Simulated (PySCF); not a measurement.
# Structure elucidation problem

An unknown has the formula C$_{3}$H$_{9}$ClO$_{2}$Si$_{2}$. Its calculated NMR data are:

$^{1}$H NMR (600 MHz, computed): δ 6.55 (d, 1H), 5.52 (s, 2H), 5.16 (d, 1H), 4.13 (q, 2H), 3.94 (t, 3H).

$^{13}$C{$^{1}$H} NMR (computed): δ 148.8 (CH), 104.3 (CH), 49.6 (CH2).

- shieldings: GIAO PBE0/pcSseg-1
- geometry from GFN2-xTB
- code: PySCF 2.14
- isolated molecule, non-relativistic Hamiltonian, fast rotation and ring inversion assumed for equivalent nuclei, single conformer

References, each an isolated molecule treated in the same way: $^{1}$H and $^{13}$C vs TMS.

Task: What is the structure?

Result: 
- The formula gives 1 degree of unsaturation (no ring in the answer).
- 3 carbon signals for 3 carbons: no two carbons are equivalent.
- Carbon types of the structure: 2 × CH, 1 × CH2, leaving 5 H on heteroatoms.
- δC 148.8: alkene carbon bearing oxygen; an sp2 carbon further deshielded by the attached heteroatom.
- δC 104.3: β carbon of an enol-ether or enamine type C=C; the O or N lone pair pushes π density onto this β carbon and shields it.
- δC 49.6: sp3 CH2 bonded to O and Si; pulled downfield by the heteroatom.
- δH 6.55: hydrogen on an alkene carbon bearing oxygen; a vinylic proton, deshielded by the sp2 carbon and the C=C anisotropy.
- δH 5.16: hydrogen on a β carbon of an enol-ether or enamine type C=C; a vinylic proton, deshielded by the sp2 carbon and the C=C anisotropy.
- δH 4.13: hydrogen on an sp3 CH2 bonded to O and Si; its carbon carries O, which withdraws density.
- δH 3.94: hydrogen on a silicon bonded to C.

These data were computed for `O([SiH2]OC[SiH3])/C=C\Cl`.

The shifts were computed for this structure.

Carbons that carry Cl, above all several Cl atoms, come out too deshielded, partly because spin–orbit coupling is missing. Shifts are as computed. Against solution values, carbons near 30 ppm lie about +3 ppm off and those near 130 ppm about +5 ppm; carbons on Cl a further +6 ppm. Of 1211 compounds with measured shifts, 218 miss one by over three times the rms of a fit or turn the order of signals round; such compounds aren't used in these exercises. Multiplicities follow the n + 1 count of equivalent neighbours, as no J values were calculated; m marks all less simple cases, F and P coupling included.
